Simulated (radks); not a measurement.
Results of a calculation; reference values are marked as such.
Fractional charge and spin in the 3p shell of iron: the spin-up occupation runs from 2 to 3 and the spin-down occupation from 2 to 3; the fullest corner is Fe2+, [Ne] 3s2 3d(up 3, down 3) 3p(up 3, down 3). Level of theory: scalar-relativistic Kohn-Sham, PBE, spin-polarised, spherical densities, point nucleus (a radial shooting solver on a logarithmic mesh with Libxc functionals). Energy (eV) above the fullest corner. The planes named below are the two flat planes that join the four corners, with an edge along up + down = one added electron.

down \ up,2,2.25,2.5,2.75,3
2,196.700,167.472,139.575,112.984,87.671
2.25,167.472,139.671,113.173,87.951,63.976
2.5,139.575,113.173,88.044,64.160,41.490
2.75,112.984,87.951,64.160,41.581,20.177
3,87.671,63.976,41.490,20.177,0.000

Corners above the fullest one (they belong to Fe3+ and the next ion): (up 3, down 2) 87.671 eV, (up 2, down 3) 87.671 eV, (up 2, down 2) 196.70 eV. With half an added electron in each spin the energy lies 0.373 eV from the planes, and with half an added electron in spin up alone -2.610 eV. The planes are only a guide here: the flat-plane condition holds for ground states with one frontier orbital, while this shell lies below other occupied shells, so the corners above the fullest one are inner-hole states and not the ground states of those ions.
